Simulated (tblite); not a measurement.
Computed with GFN2-xTB (tblite): harmonic, unscaled wavenumbers at the GFN2-xTB geometry, gas phase. Against measured fundamentals such values can be off by several per cent, at times by over 20. Modes of hydrogen on phosphorus and silicon can be 10 to 20 % off. One conformer each. Thermal functions are those of the rigid rotor and harmonic oscillator, without mixing of conformers.

Question: Order these by their heat capacity Cp at 298.15 K, highest first (cal/(mol K)).
A. `C=CC[C@@H]1[SiH2]SCS[C@@H]1F`
B. `[SiH2]1C[Si@@H]([C@@H]1C)P`
C. `[SiH3]C[Si@@H]1CC[SiH2]N1`
D. `O(C)C(C)(C)C`
E. `C([P@@](=O)(C)CP)=C`

Answer: A (47.5), C (45.0), B (39.4), E (38.4), D (31.8).

| SMILES | atoms | mass (u) | symmetry number | modes under 300 cm⁻¹ | ZPE (kcal/mol) | S translation (cal/(mol K)) | S rotation | S vibration | S | Cp |
| --- | --- | --- | --- | --- | --- | --- | --- | --- | --- | --- |
| C=CC[C@@H]1[SiH2]SCS[C@@H]1F | 21 | 194.01 | 1 | 10 | 96.3 | 41.7 | 31.1 | 37.9 | 110.7 | 47.5 |
| [SiH3]C[Si@@H]1CC[SiH2]N1 | 20 | 147.04 | 1 | 7 | 91.9 | 40.9 | 29.7 | 34.3 | 104.9 | 45.0 |
| C[C@@H]1[SiH2]C[Si@@H]1P | 17 | 134.01 | 1 | 7 | 77.3 | 40.6 | 28.9 | 28.4 | 97.8 | 39.4 |
| C=C[P@](C)(=O)CP | 17 | 136.02 | 1 | 9 | 79.7 | 40.7 | 29.0 | 29.9 | 99.6 | 38.4 |
| COC(C)(C)C | 18 | 88.09 | 1 | 6 | 100.9 | 39.4 | 26.7 | 21.3 | 87.4 | 31.8 |

Entropies and Cp are for 298.15 K and 1 bar.
